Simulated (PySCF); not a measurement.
**Choosing a basis for TDDFT**

Compound: CH3Cl3SSi.
Numbering: `[SH:1][SiH2:2][C:3]([Cl:4])([Cl:5])[Cl:6]` (hydrogens: H7 on S1; H8, H9 on Si2)

Geometry (PBE0-D3(BJ)/def2-SVP, Å), atoms numbered from 1 in this order:
```
atom  x, y, z in Å
S1     1.683   -0.080   -0.445
Si2   -0.010    0.163    0.822
C3    -1.601    0.483   -0.210
Cl4   -2.950    0.669    0.941
Cl5   -1.896   -0.934   -1.256
Cl6   -1.433    1.943   -1.196
H7     1.198   -1.199   -1.028
H8    -0.304   -1.046    1.637
H9     0.240    1.368    1.654
```

TDDFT with PBE0 (PySCF), vertical singlets, core orbitals frozen in the response, spherical d and f functions. The structure is a single PBE0-D3(BJ)/def2-SVP conformer in the gas phase; no vibrational or solvent corrections.

```
      basis  functions  diffuse  S1 (eV)  S2 (eV)  S3 (eV)  S4 (eV)  S5 (eV)  LUMO (eV)  α (au)
     6-31G*        110       no     5.72     6.19     6.26     6.28     6.68      -1.10    78.0
   def2-SVP        119       no     6.16     6.44     6.62     6.71     6.77      -0.47    76.3
    6-31+G*        134      yes     5.63     6.10     6.14     6.20     6.26      -1.28    90.7
  def2-SVPD        176      yes     5.73     6.14     6.21     6.31     6.34      -1.17   101.8
aug-cc-pVDZ        185      yes     5.64     6.10     6.16     6.21     6.24      -1.18   102.0
  def2-TZVP        234       no     5.72     6.13     6.24     6.28     6.47      -1.05    92.1
 def2-TZVPD        291      yes     5.59     6.01     6.12     6.14     6.22      -1.25   103.3
```

How much do these states and the polarisability depend on the basis?

States are compared by their number. Against the largest diffuse basis here (def2-TZVPD, itself not a converged limit), sets without diffuse functions differ by up to 0.58 eV in S1 and 0.55 eV in S5; the smaller diffuse sets differ by up to 0.14 and 0.12 eV. State by state, the largest deviation of a set without diffuse functions is S1 0.58, S2 0.43, S3 0.50, S4 0.57, S5 0.55 eV. The same number needn't mean the same state in each row. Against def2-TZVPD the polarisability deviates by -25% in 6-31G*, -26% in def2-SVP, -12% in 6-31+G*, -1% in def2-SVPD, -1% in aug-cc-pVDZ, -11% in def2-TZVP. A single + in a Pople set puts diffuse functions on heavy atoms only.
